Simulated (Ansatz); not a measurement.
Calculation: frozen-core CCSD(T)/def2-TZVPP // PBE0-D3(BJ)/def2-TZVP in Ansatz (an electronic-structure program).

Ansatz 0.2 input:
```yaml
crystal:
  periodic: [false, false, false]
  atoms:
    - { symbol: F, position_ang: [1.762007, -0.365929, 0.040699] }
    - { symbol: Sn, position_ang: [-0.123078, 0.025552, -0.002843] }
    - { symbol: H, position_ang: [-0.210148, 1.705041, -0.255637] }
    - { symbol: H, position_ang: [-0.726011, -0.894929, -1.299511] }
    - { symbol: H, position_ang: [-0.70277, -0.469734, 1.517292] }
basis:
  gaussian: { orbitals: def2-TZVPP }
correlation:
  method: ccsd_t
```

Output:

```
Functional definition: HF
894 factors; integrals over basis functions are off by at most 1.2e-3 eV
mean field evaluation 1: about -8558.2896 eV, gradient 3.2e1 eV
mean field evaluation 2: about -8558.3725 eV, gradient 3.2e1 eV
mean field evaluation 4: about -8560.3521 eV, gradient 1.7e0 eV
mean field evaluation 8: about -8560.3763 eV, gradient 9.4e-2 eV
mean field evaluation 16: about -8559.4532 eV, gradient 2.5e1 eV
mean field -8560.37636928 eV, -314.5880291394 hartree, gradient 2.1e-6 eV, S^2 0.000000; 0 other end points of the search recorded, 0 dependent functions left out
5 core orbitals not correlated
reference -8560.37636928 eV, -314.5880291394 hartree; 12, 12 occupied and 106, 106 virtual orbitals, 894 factors
second order -16.03723293 eV of doubles, -0.00000000 eV of singles
cycle   1  -15.82817028 eV  change    2.1e-1 eV  update   9.7e-2
cycle   2  -16.21929056 eV  change   -3.9e-1 eV  update   3.1e-2
cycle   3  -16.31652398 eV  change   -9.7e-2 eV  update   1.7e-2
cycle   4  -16.30748878 eV  change    9.0e-3 eV  update   3.8e-3
cycle   5  -16.30469521 eV  change    2.8e-3 eV  update   1.4e-3
cycle   6  -16.30508607 eV  change   -3.9e-4 eV  update   4.4e-4
cycle   7  -16.30509288 eV  change   -6.8e-6 eV  update   1.8e-4
cycle   8  -16.30502575 eV  change    6.7e-5 eV  update   5.5e-5
cycle   9  -16.30503436 eV  change   -8.6e-6 eV  update   2.1e-5
perturbative correction -0.42438810 eV, -0.0155959749 hartree
Total energy: -8577.10579173 eV, -315.2028240751 hartree
```

Cost: roughly 23 core-seconds.
